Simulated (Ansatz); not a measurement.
Reaction (cleavage of the Si–Si bond): `OC(O)[SiH2][SiH3]` + `COB(C)O` → `COB(C)O[SiH3]` + `OC(O)[SiH3]`

Calculated with Ansatz (gas phase, PBE0-D4/def2-TZVP geometries, no zero-point term in ΔE). CCSD(T)/CBS is the MP2 limit (def2-TZVPP, def2-QZVPP) plus CCSD(T) − MP2 in def2-TZVPP, frozen cores. DFT in def2-TZVPP. B3LYP here is the variant with VWN-RPA as its local correlation; programs differ in this. One conformer a species, not always the lowest.

| level | ΔE (kJ/mol) |
| --- | --- |
| ωB97X-V | -82.7 |
| B3LYP | -86.4 |

(1) What does CCSD(T)/CBS give? (Best estimate.)

Largest T1 diagnostic among the species: 0.013.

## Answers

(1) Ansatz gave: -86.0 kJ/mol. The listed levels differ from it by 3.3, -0.4 kJ/mol.

In def2-TZVPP, CCSD(T) changes the Hartree–Fock value by +25.5 kJ/mol (the triples alone add +3.2 kJ/mol) and MP2 by +18.6 kJ/mol. From PBE to PBE0 (25 % exact exchange), in def2-TZVPP and without D4, ΔE moves by −7.7 kJ/mol.
